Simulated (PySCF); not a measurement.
# Au2F2 at several levels of theory

Computed with PySCF 2.14.0 (density fitting, no spin-orbit coupling) at the geometry relaxed with TPSS:

```xyz
4
Au2F2 (singlet)
Au    0.0000    0.0000    1.5309
Au    0.0000    0.0000   -1.5309
F     1.6047    0.0000    0.0000
F    -1.6047    0.0000    0.0000
```

```
 level                                 basis    state  HOMO (eV)  gap (eV)  charge on Au1 (e)  dipole about the centre of mass (D)  largest force component (eV/Å)
  TPSS    Au def2-SVP with ECP60, F def2-SVP  singlet      -5.74      1.08               0.37                                 0.00                            0.11
  PBE0                              the same  singlet      -7.15      3.35               0.45                                 0.00                            0.10
r2SCAN                              the same  singlet      -5.96      1.32               0.41                                 0.00                            0.14
 B3LYP                              the same  singlet      -6.95      2.79               0.42                                 0.00                            0.22
  TPSS  Au def2-TZVP with ECP60, F def2-TZVP  singlet      -5.93      1.15               0.53                                 0.00                            0.21
  TPSS           Au x2c-SVPall, F x2c-SVPall  singlet      -5.92      1.13               0.30                                 0.00                            0.18
```

Charges are Mulliken's, which hang on the basis. The relaxation used the grid (50, 194), these runs (75, 302) or, all-electron (x2c bases, spin-free X2C Hamiltonian), (99, 590).

Q: What does HF with Au def2-SVP with ECP60, F def2-SVP give here?

A: state singlet, HOMO (eV) -10.77, gap (eV) 10.55, charge on Au1 (e) 0.66, dipole about the centre of mass (D) 0.00, largest force component (eV/Å) 0.70. Time: 2.6 s on 2 threads of Intel(R) Xeon(R) Platinum 8375C CPU @ 2.90GHz (Ice Lake), on a shared host, from an already converged density.

In the first row's basis the gap widens with exact exchange: 1.1 to 1.3 eV for TPSS, r2SCAN (none); 2.8 to 3.4 eV for B3LYP, PBE0 (a fixed share); 10.5 eV for Hartree–Fock (rising or full at long range).

No frequency check is given that shows the relaxed geometry to be a minimum.
